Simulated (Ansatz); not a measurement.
The cluster Na₃Cl₃⁻, relaxed as a doublet with UKS PBE-D4/def2-SVPD in Ansatz, starting from the GFN1-xTB geometry. Force threshold 0.02 eV/Å.

The relaxation made no stability test and no search for a lower SCF solution. Another isomer (doublet) lies 0.71 eV lower at PBE0-D4/def2-TZVPD; other spin states weren't run for this one.

Start:

```xyz
6

Na    0.504   -0.080    1.527
Na    2.163    1.165   -0.860
Na   -2.161   -1.026    0.128
Cl    4.216    2.216   -1.430
Cl   -1.426   -1.168    2.591
Cl   -3.297   -1.108   -1.955
```

| step | energy (eV) | largest force component (eV/Å) | SCF passes |
| --- | --- | --- | --- |
| 1 | -50784.7828 | 0.536 | 14 |
| 2 | -50784.9342 | 0.238 | 18 |
| 3 | -50784.9912 | 0.107 | 18 |
| 4 | -50785.0192 | 0.160 | 17 |
| 5 | -50785.0457 | 0.146 | 16 |
| 6 | -50785.0731 | 0.067 | 16 |
| 7 | -50785.0924 | 0.064 | 16 |
| 8 | -50785.1080 | 0.058 | 16 |
| 9 | -50785.1199 | 0.033 | 22 |
| 10 | -50785.1296 | 0.022 | 16 |
| 11 | -50785.1376 | 0.036 | 17 |
| 12 | -50785.1449 | 0.037 | 17 |
| 13 | -50785.1521 | 0.030 | 17 |
| 14 | -50785.1583 | 0.050 | 17 |
| 15 | -50785.1639 | 0.063 | 17 |
| 16 | -50785.1680 | 0.075 | 17 |
| 17 | -50785.1713 | 0.083 | 17 |
| 18 | -50785.1737 | 0.089 | 17 |
| 19 | -50785.1753 | 0.075 | 16 |
| 20 | -50785.1767 | 0.054 | 17 |
| 21 | -50785.1787 | 0.032 | 17 |
| 22 | -50785.1794 | 0.006 | 16 |
| 23 | -50785.1797 | 0.003 | 16 |
| 24 | -50785.1798 | 0.008 | 16 |
| 25 | -50785.1798 | 0.002 | 17 |

Force components are those of the run's own axes.

End:

```xyz
6

Na    0.782    0.293    0.320
Na    4.016    1.898   -0.305
Na   -3.696   -1.732    0.203
Cl    6.213    2.973   -0.651
Cl   -1.414   -0.832    0.922
Cl   -5.900   -2.599   -0.489
```

By distances, no bond broke or formed, bridged metal pairs apart. The bond that changes most is Na1–Na2, from 3.16 to 3.66 Å (atoms count from 1). Metal–metal contacts that move far: Na1–Na3 3.15 to 4.92 Å.

The force fell under the threshold at step 22, but the optimiser went on. No frequencies were taken in this run, so the end may be a saddle point.

Run time 42 s (4 threads of Intel Xeon Platinum 8488C on a shared host).
